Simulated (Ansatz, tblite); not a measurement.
Cost and result up the ladder for Ba2S2⁻ (4 atoms). Total charge -1; doublet. Geometry: r2SCAN-D4/def2-SVPD.

```tsv
atom	x (Å)	y (Å)	z (Å)
Ba1	-1.661	-0.859	-0.771
Ba2	1.661	0.859	0.771
S3	-0.934	1.781	0.031
S4	0.934	-1.781	-0.031
```

Ansatz on 2 threads of Intel Xeon Platinum 8259CL on a shared host; xTB runs through tblite on one thread. Times are rough, summed over both states, and most runs start from the orbitals of an earlier one. B2PLYP/def2-TZVPD serves as the yardstick here, not as an exact answer. Differences are given only for rows in sets of like size (and for xTB, whose basis is part of the method), since another set adds its own error. The other state is a quartet at its own geometry.

In the def2 sets Ba takes a core potential; there is no spin–orbit coupling. The xTB rows come from tblite. LC-ωPBE has ω = 0.4 bohr⁻¹. Correlated methods freeze 10 core orbitals; core or outer-core shells of Ba are correlated, in sets that lack core-valence functions. The rows differ in basis, and correlated rows in double-zeta sets carry the largest basis error. In CCSD on the charge -1 doublet the largest single amplitude is 0.55, so its Hartree–Fock determinant may place the open shell otherwise than the density functionals do. HOMO above LUMO, or a gap near zero within one spin, warns that the state may not be the lowest or that an electron is smeared out. The structure comes from a short search, and lower isomers may exist.

Run but left out: HF/def2-SVPD, HF/def2-TZVPD, MP2/def2-SVPD, MP2/def2-TZVPD (doublet: a determinant that CCSD turns far, T1 0.080).

Correlated methods converge slowly with the basis, most of all in double-zeta sets.

xTB has no spin-polarisation term.

| level | functions | wall time | quartet − doublet (eV) | difference from B2PLYP/def2-TZVPD (eV) | remarks |
| --- | --- | --- | --- | --- | --- |
| GFN1-xTB | 36 | 0.016 s | 2.37 | 0.60 | – |
| GFN2-xTB | 36 | 0.026 s | 1.65 | -0.12 | – |
| PBE-D4/def2-TZVPD (with forces) | 172 | 16 s | 1.76 | 0.00 | HOMO above zero (doublet), HOMO above zero (quartet), gap within one spin near zero (doublet) |
| PBE0-D4/def2-TZVPD | 172 | 21 s | 1.74 | -0.03 | HOMO above zero (doublet) |
| RPA@PBE/def2-TZVPD | 172 | 24 s | 1.50 | -0.27 | – |
| r2SCAN-D4/def2-TZVPD | 172 | 29 s | 1.78 | 0.01 | HOMO above zero (doublet), HOMO above zero (quartet), gap within one spin near zero (doublet) |
| r2SCANh-D4/def2-TZVPD | 172 | 35 s | 1.76 | 0.00 | HOMO above zero (doublet), HOMO above zero (quartet) |
| B2PLYP/def2-TZVPD | 172 | 43 s | 1.76 | 0.00 | – |
| LC-ωPBE/def2-TZVPD | 172 | 43 s | 1.76 | -0.01 | – |
| ωB97M-V/def2-TZVPD | 172 | 1.8 min | 1.84 | 0.07 | – |
| CCSD(T)/def2-SVPD | 120 | 2.5 min | 1.62 | – | large T1 (0.080) (doublet) |
